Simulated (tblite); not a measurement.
C₄H₉NSSi₂.
SMILES with atom numbers: `[SiH3:1][N:2]([SiH3:3])[c:4]1[cH:5][cH:6][s:7][cH:8]1` (hydrogens: H9, H10, H11 on Si1; H12, H13, H14 on Si3; H15 on C5; H16 on C6; H17 on C8)

Level: GFN2-xTB in tblite, geometry and Hessian alike; calculated harmonic values, unscaled, isolated species. Errors from tens to a few hundred cm⁻¹ against measured bands are possible. Modes of hydrogen on silicon can be 10 to 20 % off.

Harmonic wavenumbers (cm⁻¹): 44.4, 111.7, 136.0, 140.4, 158.6, 218.9, 295.2, 365.5, 405.6, 418.0, 555.6, 568.2, 580.5, 581.2, 602.0, 611.6, 694.6, 746.2, 748.5, 772.6, 774.8, 786.0, 789.0, 792.7, 822.7, 827.9, 844.9, 880.3, 991.5, 1010.8, 1081.1, 1152.1, 1210.5, 1380.0, 1463.9, 1570.9, 2212.2, 2217.8, 2256.5, 2265.9, 2295.0, 2309.8, 3129.9, 3163.1, 3171.4.

A = 2179, B = 807.6, C = 612.2 MHz; mass 158.999 u (most abundant isotopes); point group C1, symmetry number 1.

Problem. What is the zero-point energy?

Solution. Half the sum of the wavenumbers: 24078 cm⁻¹ = 288.03 kJ/mol.

Problem. Entropy at 350 K, 1 bar (ideal gas, RRHO, classical rotation)?

Solution. Translation 175.41, rotation 127.85, vibration 144.87: S = 448.1 J/(mol K).

Problem. And Cp and H(350 K) − H(0)?

Solution. Cp = 197.53 J/(mol K), of which vibrations give 164.27 (their classical limit is 45 R = 374.2); H(350 K) − H(0) = 39.47 kJ/mol without the zero-point energy, 27.83 from vibrations.

Problem. Blend soft modes into free rotors: weight 1/[1 + (100 cm⁻¹/ν̃)⁴] for the oscillator and the rest for a rotor with moment μB/(μ + B), μ = h/(8π²ν), B = 10⁻⁴⁴ kg m². What vibrational entropy results?

Solution. 136.64 J/(mol K) in place of 144.87, which changes −T·S at 350 K by +2.88 kJ/mol.

Problem. Which modes carry the vibrational entropy at 350 K?

Solution. 44.4 cm⁻¹: 22.47; 111.7 cm⁻¹: 14.86; 136.0 cm⁻¹: 13.26; 140.4 cm⁻¹: 13.00; 158.6 cm⁻¹: 12.02; 218.9 cm⁻¹: 9.47 J/(mol K); the other 39 give 59.81 together.

Hindered rotation and anharmonicity are outside this model. The structure is chiral; the term R ln 2 for an equal mix with its mirror image is left out.

Shape of the structure used: `[SiH3:1][N:2]([SiH3:3])[c:4]1[cH:5][cH:6][s:7][cH:8]1`: Si1–N2–C4–C5 -155°.
